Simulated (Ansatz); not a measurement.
Basis-set extrapolation for `O[SiH](F)[SiH2]Cl` (PBE0-D4/def2-TZVP geometry, frozen core, Ansatz). Multiplicity 1, RHF reference.

```json
{"": "HF", "def2-TZVPP": "-1214.284498", "def2-QZVPP": "-1214.324306"}
{"": "MP2 correlation", "def2-TZVPP": "-0.916254", "def2-QZVPP": "-1.000165"}
{"": "CCSD(T) correlation", "def2-TZVPP": "-0.995382", "def2-QZVPP": "not run"}
```

Energies in hartree. Use E(X) = E(∞) + A·exp(−7.88·√X) for Hartree–Fock and E(X) = E(∞) + B·X^(−2.97) for correlation, with X = 3 and 4, and add CCSD(T) minus MP2 of the smaller set to the MP2 limit.

Question: What is the CCSD(T) energy at the basis-set limit?

Answer: HF limit: -1214.324306 + (-0.039808) × 0.13774 = -1214.32979. MP2 limit: -1.000165 + (-0.083911) × 0.74074 = -1.06232. Higher-order term: -0.995382 − (-0.916254) = -0.07913. Total: -1215.47124 hartree, 502.4 kJ/mol below CCSD(T)/def2-TZVPP.
